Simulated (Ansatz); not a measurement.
Wavefunction ladder for `[AlH2]/[CH]=C1/C[SiH2]1`

| atom | x (Å) | y (Å) | z (Å) |
| --- | --- | --- | --- |
| Al1 | -0.8230 | 0.0312 | -2.3674 |
| C2 | -1.0483 | -0.6118 | -0.5560 |
| C3 | -0.1530 | -0.2045 | 0.3438 |
| C4 | 0.1388 | -0.3783 | 1.8133 |
| Si5 | 1.3260 | 0.7250 | 0.8816 |
| H6 | 0.4121 | 0.9873 | -2.6539 |
| H7 | -1.8260 | -0.3709 | -3.5339 |
| H8 | -1.8445 | -1.2768 | -0.2102 |
| H9 | -0.5796 | 0.0607 | 2.5045 |
| H10 | 0.4613 | -1.3704 | 2.1272 |
| H11 | 1.2556 | 2.1891 | 1.0817 |
| H12 | 2.6807 | 0.2193 | 0.5693 |

Total charge 0; spin multiplicity 1. All single points use the PBE0-D4/def2-TZVP geometry. Frozen core, restricted reference, the Gaussian-basis code of Ansatz. CBS rows extrapolate triple and quadruple zeta; past MP2 they add the triple-zeta difference.

| basis | HF (Eh) | MP2 corr. | CCSD corr. | (T) | CCSD(T) total |
| --- | --- | --- | --- | --- | --- |
| def2-TZVPP | -648.49555 | -0.68625 | ? | ? | ? |
| def2-QZVPP | -648.51671 | ? | – | – | – |
| CBS(def2) | ? | -0.76447 | -0.81522 | as TZ | ? |

Problem. Fill in the withheld values. (Best estimate.)

Solution. Ansatz gave: def2-TZVPP CCSD corr.: -0.73699; def2-TZVPP (T): -0.03424; def2-TZVPP CCSD(T) total: -649.26678; def2-QZVPP MP2 corr.: -0.73118; CBS(def2) HF (Eh): -648.51963; CBS(def2) CCSD(T) total: -649.36909.
